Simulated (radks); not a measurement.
The numbers below are computed, except where a source is named.
Rb2+, configuration [Ar] 3d10 4s2 4p4 4f1 (not the ground configuration). Code: a radial shooting solver on a logarithmic mesh with Libxc functionals. Model: scalar-relativistic Kohn-Sham, PBE, spin-polarised, spherical densities, point nucleus; open shells are filled with parallel spins first (spin-orbit coupling, left out, can overturn this in heavy ions). Some entries of the table are withheld. Estimate them.

| orbital | occ. | eigenvalue (eV) | r(max) (bohr) | <1/r> (bohr^-1) |
|---|---|---|---|---|
| 1s up | 1 | -15064.55 | 0.02629 | 37.88 |
| 1s down | 1 | -15064.34 | 0.02629 | 37.88 |
| 2s up | 1 | -2038.436 | 0.1495 | 8.433 |
| 2s down | 1 | -2038.319 | 0.1496 | 8.433 |
| 2p up | 3 | -1810.545 | 0.1196 | 8.240 |
| 2p down | 3 | -1810.348 | 0.1196 | 8.240 |
| 3s up | 1 | -327.8311 | 0.4508 | 2.810 |
| 3s down | 1 | -327.5734 | 0.4509 | 2.809 |
| 3p up | 3 | -254.7083 | 0.4463 | 2.656 |
| 3p down | 3 | -254.4178 | 0.4464 | 2.656 |
| 3d up | 5 | (1) | (2) | 2.393 |
| 3d down | 5 | (3) | (4) | 2.396 |
| 4s up | 1 | -59.2503 | 1.240 | (5) |
| 4s down | 1 | -56.9158 | 1.233 | (6) |
| 4p up | 3 | -41.9880 | 1.373 | 0.8389 |
| 4p down | 1 | -39.6412 | 1.370 | 0.8370 |
| 4f up | 1 | -6.5498 | 4.872 | 0.2198 |

Answer. 
(1) 3d up eigenvalue (eV): -133.7728
(2) 3d up r(max) (bohr): 0.3929
(3) 3d down eigenvalue (eV): -133.4299
(4) 3d down r(max) (bohr): 0.3929
(5) 4s up <1/r> (bohr^-1): 0.9599
(6) 4s down <1/r> (bohr^-1): 0.9638
